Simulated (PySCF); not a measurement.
# Bond length, frequency and bond energy of VSe by level of theory

State: ⁴Σ⁻ (quartet), unpaired electrons σ ↑, δ ↑↑. Set-up: basis V def2-TZVPP, Se def2-TZVPP; no relativity; PySCF 2.14. De refers to V (3d3 4s2) + Se in their high-spin ground configurations, without counterpoise correction. The functionals are run spin-unrestricted. A positive dipole means V(−)Se(+). Levels whose curve was spin-contaminated or gave no clean fit are not listed.

```csv
Level,Re (Å),ωe (cm⁻¹),De (eV),μ (D),"CPU s a point (SCF and correlation, without the integrals)"
ROHF,2.293,370,n/a,-10.09,1.6
ROHF-MP2,2.151,401,n/a,n/a,3
ROHF-SCS-MP2,2.184,386,n/a,n/a,n/a
ωB97X,2.183,416,n/a,-7.10,6.2
```

Correlated steps freeze 14 core orbitals. De is left out where the level can put another filling of the metal’s s and d shells below the measured ground configuration, by anything from nothing to about 1 eV. Spin–orbit coupling is left out. UHF is strongly spin-contaminated for VSe, so the ROHF reference used there is far from stable. The state is the lowest single determinant that the PBE0 search found; with open d or f shells the true ground state can be another one.

The whole job (state search and all levels along the bond) took about 6.1 min on 2 threads of Intel Xeon 6975P-C (shared host), peak memory 4.2 GiB.
